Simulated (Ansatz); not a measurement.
Ansatz (an electronic-structure program) input (RPA@PBE/cc-pV(T+d)Z):
A basis named .json is the Basis Set Exchange file of that set.

Ansatz 0.2 input:
```yaml
crystal:
  periodic: [false, false, false]
  atoms:
    - {symbol: Si, position_ang: [0.58987530, 0.00140122, -0.71858300]}
    - {symbol: C, position_ang: [2.14729039, -0.99298703, -0.61847022]}
    - {symbol: Cl, position_ang: [0.80056612, 1.72476569, 0.41938055]}
    - {symbol: O, position_ang: [-0.66052945, -0.86075454, -0.13350521]}
    - {symbol: Si, position_ang: [-2.10934293, -0.78670260, 0.64204329]}
    - {symbol: H, position_ang: [0.28162136, 0.44689716, -2.09041607]}
    - {symbol: H, position_ang: [2.04552148, -1.91181596, -1.20022797]}
    - {symbol: H, position_ang: [2.99225482, -0.42588758, -1.01267473]}
    - {symbol: H, position_ang: [2.36540803, -1.26185461, 0.41633289]}
    - {symbol: H, position_ang: [-2.99682815, 0.19204162, -0.02598292]}
    - {symbol: H, position_ang: [-1.90901655, -0.38909853, 2.05226368]}
    - {symbol: H, position_ang: [-2.71554494, -2.13312071, 0.58165484]}
basis:
  gaussian:
    orbitals: cc-pV_T+d_Z.json
hamiltonian:
  xc: pbe
magnetization: {spin_polarized: false}
correlation: {method: rpa, electrons: outside_noble_gas}
```

End of the output:

```
integrals: 0.67 GiB planned
1586 factors; integrals over basis functions are off by at most 1.1e-3 eV
0.34 GiB of the device are held for the grids
1.50 GiB of device memory are held for the factors and their scratch space
mean field: 2.20 GiB planned
mean field evaluation 1: about -31452.2209 eV, gradient 8.3e1 eV
mean field evaluation 2: about -31452.2068 eV, gradient 8.3e1 eV
mean field evaluation 4: about -31462.8710 eV, gradient 3.6e1 eV
mean field evaluation 8: about -31465.4282 eV, gradient 2.8e-1 eV
mean field evaluation 16: about -31465.4272 eV, gradient 1.2e-4 eV
mean field -31465.42722798 eV, -1156.3331225956 hartree, gradient 1.4e-6 eV, S^2 0.000000; 0 other end points of the search recorded, 0 dependent functions left out
17 core orbitals not correlated
reference -31412.36700345 eV, -1154.3831953095 hartree; 16, 16 occupied and 242, 242 virtual orbitals, 1586 factors
Total energy: -31451.63530012 eV, -1155.8262785954 hartree
```
